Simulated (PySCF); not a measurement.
Compound: 3,4-dimethylphosphinine, C7H9P.
SMILES: `Cc1ccpcc1C`

The closed-shell ground state was solved at several levels (PySCF, density fitting, gas phase, non-relativistic). Isolated species at its PBE0-D3(BJ)/def2-SVP geometry, gas phase.

```tsv
level	basis functions	total energy (Eh)	HOMO (eV)	LUMO (eV)	gap (eV)	dipole (D)
PBE0/def2-TZVP	308	-613.1551	-6.71	-1.26	5.45	2.49
PBE0/cc-pVDZ	161	-613.0682	-6.63	-1.10	5.53	2.45
PBE0/aug-cc-pVDZ	269	-613.0820	-6.74	-1.29	5.45	2.59
PBE0/pcSseg-0	94	-612.0587	-6.95	-1.28	5.67	2.87
```

Estimate the row for PBE0/def2-SVP, a basis of 161 functions; the other rows only guide the guess.

Total energy -612.7531 Eh, HOMO -6.70 eV, LUMO -1.16 eV, gap 5.54 eV, dipole 2.50 D.

How much does the basis alone move the frontier levels among the 5 PBE0 rows (the withheld one included)?

The HOMO by 0.32 eV and the LUMO by 0.19 eV. By rising basis size (HOMO, LUMO in eV): pcSseg-0 -6.95, -1.28; cc-pVDZ -6.63, -1.10; def2-SVP -6.70, -1.16; aug-cc-pVDZ -6.74, -1.29; def2-TZVP -6.71, -1.26.

How far do the dipole and the HOMO energy spread over the levels?

The dipole runs from 2.45 to 2.87 D (mean 2.58 D) and the HOMO from -6.95 to -6.63 eV.
